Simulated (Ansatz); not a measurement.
One change: `[AlH2][O][SiH2]S` becomes `BO[SiH2]S`.

Ansatz, PBE0-D4/def2-TZVP geometries, multiplicity 1. Each molecule was computed in one conformer, which needn't be the lowest.

```
                                        property  `[AlH2][O][SiH2]S`
            HOMO–LUMO gap (PBE0/def2-TZVPP) / eV                6.34
               HOMO energy (PBE/def2-TZVPP) / eV               -6.37
           LUMO energy (ωB97M-V/def2-TZVPP) / eV                0.33
             LUMO energy (B3LYP/def2-TZVPP) / eV               -1.48
           HOMO–LUMO gap (B3LYP/def2-TZVPP) / eV                5.85
size of the dipole moment (B3LYP/def2-TZVPP) / D                1.23
```

What does the change do to each property? (An estimate is asked.)

Ansatz gave: 
```tsv
property	`BO[SiH2]S`	shift
HOMO–LUMO gap (PBE0/def2-TZVPP) / eV	7.14	0.80
HOMO energy (PBE/def2-TZVPP) / eV	-6.69	-0.32
LUMO energy (ωB97M-V/def2-TZVPP) / eV	1.12	0.79
LUMO energy (B3LYP/def2-TZVPP) / eV	-1.01	0.47
HOMO–LUMO gap (B3LYP/def2-TZVPP) / eV	6.63	0.78
size of the dipole moment (B3LYP/def2-TZVPP) / D	0.85	-0.38
```

With PBE0 the HOMO falls by 0.32 eV and the LUMO rises by 0.48 eV, so the gap widens by about 0.80 eV. PBE moves the HOMO by -0.32 eV and ωB97M-V by -0.31 eV. Dipoles are sizes alone; their direction can turn.

B3LYP here is the variant with VWN-RPA as its local correlation; programs differ in this.
